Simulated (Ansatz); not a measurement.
`[SiH3][Se]BCl` + `[AlH2][Br]` → `[SiH3][AlH][Br]` + `ClB[SeH]`  (formal exchange of groups at the Si–Se bond)

Isolated molecules relaxed with PBE0-D4/def2-TZVP in Ansatz; ΔE leaves out vibrations. CCSD(T)/CBS is the MP2 limit (def2-TZVPP, def2-QZVPP) plus CCSD(T) − MP2 in def2-TZVPP, frozen cores. DFT in def2-TZVPP. For Br, Se outer-core shells are correlated without core-valence functions, which leaves a few kJ/mol of doubt a bond. Scalar relativity is left out up to krypton. Each species was taken in one conformer, which may not be the lowest.

| level | ΔE (kJ/mol) |
| --- | --- |
| PBE | 33.3 |
| HF/def2-TZVPP | 54.2 |
| MP2/def2-TZVPP | 58.1 |
| SCS-MP2/def2-TZVPP | 55.9 |

**Question.** What does CCSD(T)/CBS give? (An estimate is asked.)

**Answer.** Ansatz gave: +49.8 kJ/mol. The listed levels differ from it by -16.5, 4.4, 8.3, 6.1 kJ/mol.

Largest T1 diagnostic among the species: 0.012.

From PBE to PBE0 (25 % exact exchange), in def2-TZVPP and without D4, ΔE moves by +5.1 kJ/mol. The D4 term adds +4.0 kJ/mol with B3LYP and +2.0 kJ/mol with PBE0; it sums over pairs of atoms, weighted by their polarisabilities, and B3LYP, whose exchange is more repulsive, gets the larger term.

B3LYP here is the variant with VWN-RPA as its local correlation; programs differ in this.
